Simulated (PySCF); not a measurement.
CH2F, SMILES F[CH2], multiplicity 2. Atoms are numbered in the order given.

```xyz
4

C     -0.6488     0.0558     0.0000
F      0.6808    -0.0097     0.0000
H     -1.1171    -0.1239     0.9584
H     -1.1171    -0.1239    -0.9584
```
Charge 0, spin multiplicity 2.

Geometry optimised at PBE0-D3(BJ)/def2-TZVPD. The isomer is the one that the SMILES or the coordinates give; other isomers of the formula were not compared.

All values below come from PySCF with PBE/pcH-1.

Unrestricted Kohn–Sham, ⟨S²⟩ = 0.753. Hyperfine tensors hold the contact and dipolar terms, without spin-orbit corrections.

Computed hyperfine couplings:
```json
[
 {"nucleus": "13C no. 1", "A(iso) (MHz)": "137.6", "A(iso) (G)": "49.1", "dipolar principal values (MHz)": "-82.2, -80.9, 163.1"},
 {"nucleus": "19F no. 2", "A(iso) (MHz)": "112.9", "A(iso) (G)": "40.3", "dipolar principal values (MHz)": "-323.0, -285.9, 608.9"},
 {"nucleus": "1H no. 3", "A(iso) (MHz)": "-48.1", "A(iso) (G)": "-17.2", "dipolar principal values (MHz)": "-36.9, -1.7, 38.6"},
 {"nucleus": "1H no. 4", "A(iso) (MHz)": "-48.1", "A(iso) (G)": "-17.2", "dipolar principal values (MHz)": "-36.9, -1.7, 38.6"}
]
```

Problem. And the g tensor (effective nuclear charges for spin-orbit coupling, GIAO)? (An estimate is asked for; the answer gives what the named calculation found.)

Solution. principal values 2.0021, 2.0051, 2.0056; isotropic 2.0043.
